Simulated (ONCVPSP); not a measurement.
**What one change does to a pseudopotential (Sn, ONCV)**

* Element: Sn (Z = 50)
* Generator: ONCVPSP 4.0.1
* Type: optimised norm-conserving Vanderbilt (ONCV)
* Functional: PBEsol
* Relativity: fully relativistic
* Frozen core: [Ar] 3d10
* Valence charge: 22
* Reference configuration: 4s2 4p6 4d10 5s2 5p1.75 (charge +0.25)
* Partial waves: 4s+5s: rc 1.20 bohr, ncon 4, nbas 8, qcut 8.2 1/bohr, 3 projectors, debl 0.5 Ha; 4p+5p: rc 1.25 bohr, ncon 3, nbas 6, qcut 10.7 1/bohr, 2 projectors; 4d: rc 1.00 bohr, ncon 4, nbas 8, qcut 8.8 1/bohr, 1 projector
* Local potential: polynomial inside 0.65 bohr (lpopt 5, dvloc0 6 Ha)
* Core correction: polynomial model core, fcfact 0.25

Open shells are filled in proportion to 2j + 1.

Change: reference 4s2 4p6 4d10 5s2; wave 4p+5p: rc 1.25 bohr, ncon 3, nbas 6, qcut 10.7 1/bohr, 2 projectors becomes 4p: rc 1.25 bohr, ncon 3, nbas 6, qcut 10.7 1/bohr, 2 projectors, debl 3 Ha. In the s channel the program set the typed energies aside and used -5.555, -0.961, 0.250 Ha. In the p channel the program set the typed energies aside and used -3.846, 0.250 Ha (j = l + 1/2; the other j can differ).

Cutoffs: the cutoffs (Ha) at which the residual kinetic energy of the hardest occupied pseudo-wave falls to 1 and 0.1 mHa per electron; they do not see the model core or the augmentation charge, which bear on the density cutoff. Errors are all-electron minus pseudo energies relative to the spin-unpolarised reference configuration.

Q: What does the change do?

A: The potential gets neither clearly harder nor softer (63 Ha and 208 Ha → 63 Ha and 208 Ha); the bound ghost in s disappears.

```csv
quantity,base,changed
"cutoff, loose",63 Ha,63 Ha
"cutoff, tight",208 Ha,208 Ha
loose cutoff by channel,"s 32 Ha, p 37 Ha, d 63 Ha","s 32 Ha, p 37 Ha, d 63 Ha"
bound ghosts,s,none
GHOST(+) flags under 300 eV,none,none
"largest error over its own tests, meV",-131,-0.8
s: phases at 1.22 bohr within 0.05 rad from the reference energy up to (Ha; the scan ends near 5),to the end of the scan,to the end of the scan
p3/2: phases at 1.27 bohr within 0.05 rad from the reference energy up to (Ha; the scan ends near 5),to the end of the scan,to the end of the scan
p1/2: phases at 1.27 bohr within 0.05 rad from the reference energy up to (Ha; the scan ends near 5),to the end of the scan,to the end of the scan
d5/2: phases at 1.01 bohr within 0.05 rad from the reference energy up to (Ha; the scan ends near 5),to the end of the scan,to the end of the scan
d3/2: phases at 1.01 bohr within 0.05 rad from the reference energy up to (Ha; the scan ends near 5),to the end of the scan,to the end of the scan
"rms error of d²Exc/dni dnj with the model core, mHa",3.32,4.15
```

 A true bound ghost makes a file unfit for plane-wave use even where its test errors are small: the radial tests pick states by their node count and pass the ghost by.
